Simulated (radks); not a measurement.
Question: These are the eigenvalues of the occupied orbitals of an atom or ion with whole-number occupations (eV). Calculated with a radial shooting solver on a logarithmic mesh with Libxc functionals: scalar-relativistic Kohn-Sham, PBE, spin-polarised, spherical densities, finite nucleus; Fermi nuclear charge, rms radius of each element as measured or else 0.836 A^(1/3) + 0.57 fm.

orbital  eigenvalue
1s        -8397.595
2s        -1909.018

Which element is it, and in what charge state? The configuration may be excited. Open shells, if any, are filled with parallel spins first.

Answer: Z = 26, iron, charge +22: Fe22+ in [He] 2s2. The 1s level, -308.61 hartree, gives Z - s = 24.8 by -(Z - s)^2/2, which with screening and relativity narrows Z to a few neighbours, and with so few levels the electron count can be read from the list.
